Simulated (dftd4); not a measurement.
ClK, charge -1, doublet, at the geometry of the source list (a state made from the parent by changing its charge; the spin is typed, not shown lowest); D4 for revpbe (dftd4 4.2.0).

dftd4 was given this input:
```
$ dftd4 mol.xyz --func revpbe --charge -1 --json dftd4.json --noedisp --grad

# file mol.xyz
2

K     -0.79280000    -0.70020000    -0.74460000
Cl     0.79280000     0.70020000     0.74460000
```

**Question.** What does dftd4 print? Leave out banner, timings and long lists.

**Answer.** 
```
                    ____  _____ _____     ____  _  _
      -------------|  _ \|  ___|_   _|---|  _ \| || |------------
     |             | | | | |_    | | ___ | | | | || |_           |
     |             | |_| |  _|   | ||___|| |_| |__   _|          |
     |             |____/|_|     |_|     |____/   |_|            |
     |             ===================================           |
     |            E. Caldeweyher, S. Ehlert & S. Grimme          |
     |          Mulliken Center for Theoretical Chemistry        |
     |                    University of Bonn                     |
      -----------------------------------------------------------

Rational (Becke-Johnson) damping: revpbe-D4-ATM
---------------------
  s6         1.0000
  s8         1.7468
  s9         1.0000
  a1         0.5363
  a2         3.0726
 alp        16.0000
--------------------

Dispersion energy:      -1.6950191002938E-03 Eh

Gradient norm:           8.4388974846621E-05 Eh/a0
--------------------------------------------------
     #    Z           dE/dx      dE/dy      dE/dz
--------------------------------------------------
     1   19 K    -3.657E-05 -3.230E-05 -3.435E-05
     2   17 Cl    3.657E-05  3.230E-05  3.435E-05
--------------------------------------------------

Virial:
--------------------------------------------------
      component           x          y          z
--------------------------------------------------
          x       1.096E-04  9.678E-05  1.029E-04
          y       9.678E-05  8.548E-05  9.090E-05
          z       1.029E-04  9.090E-05  9.666E-05
--------------------------------------------------

[Info] Dispersion results written to 'dftd4.txt'
[Info] JSON dump of results written to 'dftd4.json'
```
